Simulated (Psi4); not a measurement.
C$_{4}$H$_{11}$InO, singlet, geometry from GFN2-xTB (such geometries of metal compounds can be far from the true shape) (core potentials on In); HF/def2-TZVPP in Psi4.

Input for Psi4:
```
memory 2 GB

molecule mol {
0 1
In   -0.634640   -0.019563    0.136616
H    -1.534454   -0.626168    1.527639
C    -1.308680    0.893993   -1.806336
C    -0.141305    0.953001   -2.772047
H    -1.689717    1.889752   -1.576115
H    -2.129821    0.287739   -2.189838
H     0.196453   -0.051238   -3.031679
H     0.698641    1.482369   -2.319988
H    -0.423466    1.471325   -3.690219
O     1.351661   -0.066914    0.156305
C     2.281546   -0.507822    1.099368
C     1.646613   -1.071668    2.366553
H     2.909613   -1.282711    0.634534
H     2.934126    0.336732    1.367674
H     1.006735   -1.918655    2.105943
H     2.414896   -1.399421    3.063593
H     1.032030   -0.300825    2.838625
}

set {
  basis def2-tzvpp
  reference rhf
}

energy('scf')
print_variables()
```

Output, abridged:

```
   => Loading Basis Set <=

    Name: DEF2-TZVPP
    Role: ORBITAL
    Keyword: BASIS

    !!!  WARNING: ECP capability is in beta. Please check occupations closely.  !!!

         ---------------------------------------------------------
                                   SCF
               by Justin Turney, Rob Parrish, Andy Simmonett
                          and Daniel G. A. Smith
                              RHF Reference
         ---------------------------------------------------------

  ==> Geometry <==

    Molecular point group: c1
    Full point group: C1

    Geometry (in Angstrom), charge = 0, multiplicity = 1:

       Center              X                  Y                   Z               Mass
    ------------   -----------------  -----------------  -----------------  -----------------
         IN          -0.549857466467    -0.018404641086     0.117833020137   114.903878776000
         H           -1.449671466467    -0.625009641086     1.508856020137     1.007825032230
         C           -1.223897466467     0.895151358914    -1.825118979863    12.000000000000
         C           -0.056522466467     0.954159358914    -2.790829979863    12.000000000000
         H           -1.604934466467     1.890910358914    -1.594897979863     1.007825032230
         H           -2.045038466467     0.288897358914    -2.208620979863     1.007825032230
         H            0.281235533533    -0.050079641086    -3.050461979863     1.007825032230
         H            0.783423533533     1.483527358914    -2.338770979863     1.007825032230
         H           -0.338683466467     1.472483358914    -3.709001979863     1.007825032230
         O            1.436443533533    -0.065755641086     0.137522020137    15.994914619570
         C            2.366328533533    -0.506663641086     1.080585020137    12.000000000000
         C            1.731395533533    -1.070509641086     2.347770020137    12.000000000000
         H            2.994395533533    -1.281552641086     0.615751020137     1.007825032230
         H            3.018908533533     0.337890358914     1.348891020137     1.007825032230
         H            1.091517533533    -1.917496641086     2.087160020137     1.007825032230
         H            2.499678533533    -1.398262641086     3.044810020137     1.007825032230
         H            1.116812533533    -0.299666641086     2.819842020137     1.007825032230

  Running in c1 symmetry.

[...]

   @DF-RHF iter SAD:  -420.09332021811343   -4.20093e+02   0.00000e+00
   @DF-RHF iter   1:  -421.67148213265665   -1.57816e+00   2.28301e-03 ADIIS/DIIS
   @DF-RHF iter   2:  -421.90509546859960   -2.33613e-01   1.46036e-03 ADIIS/DIIS
   @DF-RHF iter   3:  -422.01446794359560   -1.09372e-01   2.50185e-04 ADIIS/DIIS
   @DF-RHF iter   4:  -422.01892107155783   -4.45313e-03   9.67407e-05 DIIS
   @DF-RHF iter   5:  -422.01980892221002   -8.87851e-04   2.08785e-05 DIIS
   @DF-RHF iter   6:  -422.01986287186656   -5.39497e-05   6.74843e-06 DIIS
   @DF-RHF iter   7:  -422.01987044097831   -7.56911e-06   2.32324e-06 DIIS
   @DF-RHF iter   8:  -422.01987152787996   -1.08690e-06   6.55448e-07 DIIS
   @DF-RHF iter   9:  -422.01987163324435   -1.05364e-07   1.94565e-07 DIIS
  Energy and wave function converged.

  ==> Post-Iterations <==

    Orbital Energies [Eh]
    ---------------------

    Doubly Occupied:

[...]
    Virtual:

[...]
    Final Occupation by Irrep:
              A
    DOCC [    32 ]
    NA   [    32 ]
    NB   [    32 ]

  @DF-RHF Final Energy:  -422.01987163324435

   => Energetics <=

    Nuclear Repulsion Energy =            341.7700670477683502
    One-Electron Energy =               -1331.0513607035104542
    Two-Electron Energy =                 567.2614220224977544
    Total Energy =                       -422.0198716332442928

Computation Completed

Properties will be evaluated at   0.000000,   0.000000,   0.000000 [a0]

Properties computed using the SCF density matrix

 Multipole Moments:

 ------------------------------------------------------------------------------------
     Multipole            Electronic (a.u.)      Nuclear  (a.u.)        Total (a.u.)
 ------------------------------------------------------------------------------------

 L = 1.  Multiply by 2.5417464519 to convert [e a0] to [Debye]
 Dipole X            :        -44.3507515           43.8341064           -0.5166451
 Dipole Y            :         -1.2175786            1.1752641           -0.0423146
 Dipole Z            :          9.6144675           -9.5002914            0.1141761
 Magnitude           :                                                    0.5308002

 ------------------------------------------------------------------------------------

  Variable Map:
  ----------------------------------------------------------------------------
[...]
  Array Variable Map:
  ----------------------------------------------------------------------------
[...]
[...]
```
